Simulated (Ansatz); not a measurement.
Several settings on one geometry of the cluster Al2O6H6 (the lowest singlet isomer of a short search) (that of the charge 0 singlet, r2SCAN-D4/def2-SVP). Ansatz on 4 threads of Intel Xeon Platinum 8259CL on a shared host; times are rough.

```xyz
14

Al   -0.1020   -1.0385   -0.5398
Al    0.3245    1.2093    1.1241
O     1.9299    1.6788    1.4806
O     1.0250   -2.1392   -1.1772
O    -1.8002   -1.0558   -0.8441
O    -1.0693    1.4662   -1.3649
O     0.3862   -0.6689    1.1849
O     0.0371    0.8107   -0.6924
H    -1.7434    0.7454   -1.2850
H    -2.3904   -1.7934   -1.0078
H     1.0585   -2.4834   -2.0717
H     1.0649   -1.1518    1.6734
H     2.2258    2.5565    1.7303
H    -0.9467    1.8640    1.7895
```

Totals from different functionals, basis sets or treatments of relativity can't be compared as stabilities.

DK, ANO-RCC and x2c sets are all-electron and run with scalar relativity unless a key says otherwise. LC-ωPBE has ω = 0.4 bohr⁻¹. Correlated methods freeze 16 core orbitals.

(1) Give the basis size and estimate the energy, ⟨S²⟩ and time of these runs.

```csv
run,method,charge,state,further keys
1,UKS RPBE-D3(BJ)-ATM/def2-SVPD,0,singlet,scf: {lower_state_search: off}
2,RKS r2SCAN/aug-cc-pVDZ,0,singlet,scf: {omitted_lower_state_checks: [starts]}; forces asked
3,RKS B3LYP5/def2-SVPD,0,singlet,–
4,UKS B97/def2-SVP,0,singlet,scf: {lower_state_search: off}; forces asked
5,RKS B2GP-PLYP/6-31G,0,singlet,accuracy: high
6,RKS LC-ωPBE/ANO-RCC-VTZP,0,singlet,scf: {omitted_lower_state_checks: [starts]}
```

## Answers

(1) 
```
run  functions  energy (Eh)  ⟨S²⟩  wall time
  1        234    -939.5904  0.00        6 s
  2        246    -939.8704     –       13 s
  3        234    -939.3601     –        8 s
  4        150    -939.3334  0.00        9 s
  5         92    -938.8621     –        8 s
  6        332    -941.1085     –       24 s
```
